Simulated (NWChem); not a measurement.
System meant: MgGeH4Se; SMILES [SeH][Mg][GeH3]

NWChem input:

```
start job
memory heap 200 mb stack 900 mb global 1100 mb
geometry units angstroms noautoz
  Mg    -0.146050     0.295678     0.016495
  Se     0.006396     2.730734     0.030707
  H      1.477561     2.629216     0.013727
  Ge    -0.332021    -2.278431     0.001314
  H     -1.018540    -2.831170    -1.271103
  H      1.044539    -2.983257     0.072140
  H     -1.147532    -2.835832     1.193092
end
basis spherical
  * library def2-svp
end
dft
  xc pbe0
  iterations 4
  mulliken
end
task dft energy
```

End of the output:

```
    Atom       Charge   Shell Charges
 -----------   ------   -------------------------------------------------------
    1 Mg  12    12.05   2.00  1.95  0.59  0.24  5.83  0.56  0.44  0.44
    2 Se  34    33.94   2.00  2.00  1.96  1.02  0.59  5.99  5.80  2.04  2.49  7.83  2.03  0.18
    3 H    1     0.97   0.58  0.32  0.07
    4 Ge  32    31.92   2.00  2.00  1.94  0.73  0.36  5.99  5.83  1.46  1.46  7.79  2.03  0.33
    5 H    1     1.04   0.60  0.41  0.03
    6 H    1     1.04   0.60  0.41  0.03
    7 H    1     1.04   0.60  0.41  0.03

 center of mass
 --------------
 x =  -0.01909979 y =   0.09908299 z =  -0.00001656

 moments of inertia (a.u.)
 ------------------
        3577.419537014486          -0.000000000000           0.000000000000
          -0.000000000000          29.630538329722          -0.000000000000
           0.000000000000          -0.000000000000        3585.136034954830

     Multipole analysis of the density
     ---------------------------------

     L   x y z        total         alpha         beta         nuclear
     -   - - -        -----         -----         ----         -------
     0   0 0 0     -0.000000    -41.000000    -41.000000     82.000000

     1   1 0 0      0.184747      0.092373      0.092373      0.000000
     1   0 1 0     -0.167149     -0.083574     -0.083574     -0.000000
     1   0 0 1      0.000081      0.000041      0.000041      0.000000

     2   2 0 0    -34.226113    -26.333881    -26.333881     18.441650
     2   1 1 0      1.258280     -3.080616     -3.080616      7.419512
     2   1 0 1     -0.000071      0.000031      0.000031     -0.000133
     2   0 2 0    -48.073901   -830.062947   -830.062947   1612.051994
     2   0 1 1      0.000933      0.001565      0.001565     -0.002198
     2   0 0 2    -37.518423    -24.195184    -24.195184     10.871946

 ------------------------------------------------------------------------
 dft energy failed                                                                                  0
 ------------------------------------------------------------------------
 ------------------------------------------------------------------------
  current input line :
    20: task dft energy
 ------------------------------------------------------------------------
 ------------------------------------------------------------------------
 This type of error is most commonly associated with calculations not reaching convergence criteria
 ------------------------------------------------------------------------
 For more information see the NWChem manual at https://nwchemgit.github.io

0:dft energy failed:Received an Error in Communication
```

**Question.** What is wrong, and how is it mended?

**Answer.** The run did not converge; its last values are not results. Cause: the SCF was allowed too few iterations. This input runs:
```
start job
memory heap 200 mb stack 900 mb global 1100 mb
geometry units angstroms noautoz
  Mg    -0.146050     0.295678     0.016495
  Se     0.006396     2.730734     0.030707
  H      1.477561     2.629216     0.013727
  Ge    -0.332021    -2.278431     0.001314
  H     -1.018540    -2.831170    -1.271103
  H      1.044539    -2.983257     0.072140
  H     -1.147532    -2.835832     1.193092
end
basis spherical
  Mg library def2-svp
  Se library def2-svp
  H library def2-svp
  Ge library def2-svp
end
dft
  xc pbe0
  iterations 150
  mulliken
end
task dft energy
```
It converges to -4679.80406 Ha (PBE0/def2-SVP).
